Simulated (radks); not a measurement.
Problem. These are the eigenvalues of the occupied orbitals of an atom or ion with whole-number occupations (hartree). Calculated with a radial shooting solver on a logarithmic mesh with Libxc functionals: scalar-relativistic Kohn-Sham, PBEsol, spin-polarised, spherical densities, finite nucleus; Fermi nuclear charge, rms radius of each element as measured or else 0.836 A^(1/3) + 0.57 fm.

orbital  eigenvalue
1s up     -1093.973
1s down   -1092.722
2s up     -249.0332
2s down   -246.9684
2p up     -237.2172

Which element is it, and in what charge state? The configuration may be excited. Open shells, if any, are filled with parallel spins first.

Solution. Z = 48, cadmium, charge +41: Cd41+ in [He] 2s2 2p3. The list shows which subshells hold electrons but not how many an open one holds; the 1s level, -1094 hartree, gives Z - s = 46.8 by -(Z - s)^2/2, which with screening and relativity narrows Z to a few neighbours, and the depths of the outer levels then fix element, charge and occupations together.
